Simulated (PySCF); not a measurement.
## Static response to an electric field

Compound: C6H4N2O.
Geometry (GFN2-xTB, Å), atoms numbered from 1 in this order:
```xyz
13
C6H4N2O angstrom
N      3.635    0.796   -0.965
C      2.575    0.498   -0.649
C      1.282    0.116   -0.255
C      0.934   -1.096    0.428
C     -0.407   -1.070    0.617
N     -0.912    0.100    0.085
C     -2.236    0.483    0.085
O     -2.647    1.504   -0.383
C      0.126    0.823   -0.447
H      1.619   -1.865    0.723
H     -1.054   -1.785    1.086
H     -2.877   -0.273    0.573
H     -0.044    1.772   -0.915
```

Level: wB97X-D/def2-SVPD (PySCF), static field, nuclei fixed, core orbitals frozen in the response. The polarisability tensor in these axes (au):

```
x   122.69  -3.70  -9.34
y    -3.70  74.40 -13.06
z    -9.34 -13.06  56.38
```

Q: Give the principal values, the mean and the anisotropy Δα = √{½[(α1 − α2)² + (α2 − α3)² + (α1 − α3)²]}.

A: Principal values 48.18, 81.23 and 124.05 au; mean 84.49 au = 12.52 Å³ = 13.93 × 10⁻⁴⁰ C²·m²/J; Δα = 65.89 au (78 % of the mean).

Q: What is the dipole moment, and where does it point?

A: (-3.47, -3.16, 2.16) D, 5.16 D in size, pointing from the negative to the positive side. Measured along this direction, the outermost atoms are N1 at the negative end and H12 and H11 at the positive end.

Q: Refractivity n − 1 of an ideal gas of it at 400 K and 1 atm, from the electronic α?

A: N = p/kT = 1.8347 × 10¹⁹ cm⁻³, so n − 1 = 2π × N × 12.52 × 10⁻²⁴ cm³ = 1443 × 10⁻⁶ at long wavelengths.

Q: Find the Langevin capture rate constant for NO+ (29.998 u) meeting this molecule (120.032 u), k = 2.342 × 10⁻⁹ cm³/s × √(α in Å³ / reduced mass in u).

A: The reduced mass is 24.00 u, so k = 1.69 × 10⁻⁹ cm³/s. The formula leaves out the permanent dipole, which adds to the capture rate.

Q: Sum over states: ᾱ = Σ f/ω², ω in Eh. What share falls to these 8 lowest TDDFT singlets (eV, f)? 5.00, 0.0192; 5.00, 0.0092; 5.72, 0.3127; 6.79, 0.3327; 6.82, 0.0000; 7.00, 0.0000; 7.30, 0.0065; 7.41, 0.2338.

A: They add up to 16.51 au, 19.5 % of the 84.49 au; the largest single term is 7.08 au, from the state at 5.72 eV. Terms in order: 0.57, 0.27, 7.08, 5.34, 0.00, 0.00, 0.09, 3.15 au. Higher excitations give the rest. The strengths listed sum to 0.914.

Geometry: GFN2-xTB, one conformer, isolated molecule.

wB97X-D is run here without its empirical dispersion term; that term would change no orbital, density or response property at a fixed geometry.
